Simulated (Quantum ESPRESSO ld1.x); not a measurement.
Species: Ti. Configuration: [Ne] 3s2 3p5.75 3d2 4s2 4d0.25 (fractional occupations, a model configuration).

Method: scalar-relativistic Kohn-Sham, LDA (Slater exchange, VWN5 correlation), spin-polarised, spherical densities, point nucleus; open shells are filled with parallel spins first; computed with ld1.x of Quantum ESPRESSO 7.5.

Energy parts (hartree):
part                      energy
total                  -851.4013
kinetic                 858.0903
electron-nucleus      -2023.9931
Hartree                 354.4739
exchange-correlation    -39.9724

Orbitals (lengths in bohr, moments of r in powers of bohr; r(max) is where P^2 peaks):
\begin{tabular}{lrrrr}
orbital & occ. & eigenvalue (hartree) & <r^2> & r(max) \\ \hline
1s up & 1 & -178.587 & 0.006538 & 0.046 \\
1s down & 1 & -178.583 & 0.006538 & 0.046 \\
2s up & 1 & -19.8045 & 0.1257 & 0.269 \\
2s down & 1 & -19.7776 & 0.1255 & 0.269 \\
2p up & 3 & -16.4420 & 0.1041 & 0.220 \\
2p down & 3 & -16.4193 & 0.1039 & 0.220 \\
3s up & 1 & -2.42307 & 1.167 & 0.870 \\
3s down & 1 & -2.34595 & 1.172 & 0.870 \\
3p up & 3 & -1.55716 & 1.375 & 0.898 \\
3p down & 2.75 & -1.48193 & 1.388 & 0.898 \\
3d up & 2 & -0.27851 & 2.891 & 0.958 \\
3d down & 0 & -0.21468 & 3.331 & 0.973 \\
4s up & 1 & -0.22688 & 12.30 & 2.75 \\
4s down & 1 & -0.20725 & 13.31 & 2.84 \\
4d up & 0.25 & -0.01068 & 474.1 & 19.5 \\
4d down & 0 & -0.00958 & 492.8 & 19.9 \\
\end{tabular}

The highest occupied level is 4d up at -0.291 eV. The configuration is held as typed, so some empty levels lie below it. Spin moment in Bohr magnetons: 2.5. The density falls to 0.001 e/bohr^3 at r = 4.71 bohr.
